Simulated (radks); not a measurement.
Results of a calculation; reference values are marked as such.
Neutral samarium inside a hard spherical wall (all orbitals vanish at R), configuration held at [Xe] 4f6 6s2 and not refilled when levels cross. Level of theory: scalar-relativistic Kohn-Sham, r2SCAN, spin-polarised, spherical densities, finite nucleus; open shells are filled with parallel spins first (spin-orbit coupling, left out, can overturn this in heavy ions); meta-GGA in the generalised Kohn-Sham scheme; Fermi nuclear charge, rms radius 5.0819 fm (a radial shooting solver on a logarithmic mesh with Libxc functionals). Eigenvalues in eV for spin up, with the zero of energy where the potential of the charges vanishes at infinity; a dash marks a level that is unbound or too diffuse for the functional's potential to be trusted. A positive occupied level is held by the wall or, in an anion where self-interaction has pushed it up, behind a barrier. The pressure on the wall is -dE/dV.

\begin{tabular}{lrrrrrrrrr}
R (bohr) & E (hartree) & kinetic (hartree) & e(5s) & e(5p) & e(4f) & e(6s) & e(5d, empty) & e(6p, empty) & pressure (GPa) \\ \hline
free & -10427.9245 & 11146.060 & -45.756 & -24.910 & -3.926 & -3.783 & - & - & 0 \\
20 & -10427.9245 & 11146.060 & -45.756 & -24.910 & -3.926 & -3.783 & - & - & < 0.0001 \\
8 & -10427.9012 & 11146.207 & -44.905 & -24.073 & -3.085 & -3.054 & -1.074 & 0.201 & 0.763 \\
6 & -10427.7849 & 11146.701 & -43.135 & -22.369 & -1.312 & -0.744 & 0.666 & 3.958 & 8.26 \\
5 & -10427.5659 & 11147.518 & -41.274 & -20.620 & 0.633 & 2.873 & 2.795 & 9.400 & 33.2 \\
3 & -10423.8714 & 11161.135 & -26.957 & -5.954 & 17.684 & 47.279 & 23.496 & 65.310 & 1630 \\
2.5 & -10418.6337 & 11178.981 & -13.276 & 9.810 & 33.360 & 96.236 & 45.269 & 121.00 & 6220 \\
2 & -10403.4685 & 11226.495 & 20.709 & 49.951 & 65.216 & 212.06 & 97.838 & 247.12 & 30200 \\
\end{tabular}
